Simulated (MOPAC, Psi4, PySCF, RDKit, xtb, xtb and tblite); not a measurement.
Two geometries of SMILES CCC[SiH2]C(C)C (C₆H₁₆Si), relaxed at GFN2-xTB with one dihedral held; other torsions can differ between them too.

Structure A

```
23

C     -3.7441    -0.2088    -0.1793
C     -2.5057     0.4809     0.3811
C     -1.2189    -0.0933    -0.2067
Si     0.3579     0.7488     0.4619
C      1.4712    -0.5363     1.3364
C      0.7843    -1.1359     2.5622
C      2.8083     0.0790     1.7380
H     -3.7885    -0.0909    -1.2602
H     -4.6495     0.2154     0.2497
H     -3.7235    -1.2733     0.0468
H     -2.5561     1.5493     0.1618
H     -2.4922     0.3695     1.4675
H     -1.1944    -1.1668    -0.0083
H     -1.2580     0.0144    -1.2917
H      1.1056     1.3646    -0.6442
H      0.0028     1.8022     1.4235
H      1.6807    -1.3555     0.6386
H      1.4181    -1.8891     3.0298
H      0.5800    -0.3622     3.2998
H     -0.1585    -1.6073     2.2927
H      2.6560     0.8965     2.4393
H      3.4490    -0.6622     2.2150
H      3.3292     0.4721     0.8683
```

Structure B

```
23

C      3.7324    -0.2565    -0.1671
C      2.4981     0.4644     0.3632
C      1.2087    -0.1128    -0.2156
Si    -0.3694     0.7129     0.4552
C     -0.3927     2.5838     0.0595
C     -0.2656     2.8531    -1.4386
C     -1.6619     3.2367     0.6004
H      3.7870    -0.1720    -1.2509
H      4.6398     0.1691     0.2564
H      3.6957    -1.3131     0.0906
H      2.5688     1.5252     0.1132
H      2.4744     0.3837     1.4522
H      1.1698    -1.1797     0.0108
H      1.2430    -0.0353    -1.3039
H     -0.4337     0.5374     1.9134
H     -1.5394     0.0722    -0.1626
H      0.4589     3.0621     0.5568
H     -0.2821     3.9243    -1.6398
H     -1.0917     2.3960    -1.9802
H      0.6653     2.4501    -1.8311
H     -2.5423     2.8085     0.1260
H     -1.6594     4.3089     0.4060
H     -1.7482     3.0842     1.6737
```

Task: Which is lower in energy at the level Psi4 with B3LYP-D3(BJ)/def2-SVP // GFN2-xTB, and by how much?

Result: B is lower, by 7.78 kJ/mol (dihedral C2–C3–Si4–C5: 120° in A, 60° in B).

E(B) − E(A) in kJ/mol at the other levels, on the same two geometries: GFN2-xTB (xtb and tblite) -3.39; MMFF94 // GFN2-xTB (RDKit) -7.62; B3LYP/def2-SVP // GFN2-xTB (Psi4) -6.52; PBE/def2-SVP // GFN2-xTB (Psi4) -6.70; PBE-D3(BJ)/def2-SVP // GFN2-xTB (Psi4) -7.51; UFF // GFN2-xTB (RDKit) -8.00; PM3, restricted, heats of formation // GFN2-xTB (MOPAC) -2.43; PM7, restricted, heats of formation // GFN2-xTB (MOPAC) -5.54; GFN1-xTB // GFN2-xTB (xtb) -5.47; restricted B3LYP/6-31G*, spherical d, density fitting // GFN2-xTB (PySCF) -5.55; restricted Hartree-Fock/STO-3G // GFN2-xTB (PySCF) -4.67; restricted MP2 (frozen core)/3-21G // GFN2-xTB (PySCF) -6.56; restricted Hartree-Fock/3-21G, density fitting // GFN2-xTB (PySCF) -5.13.
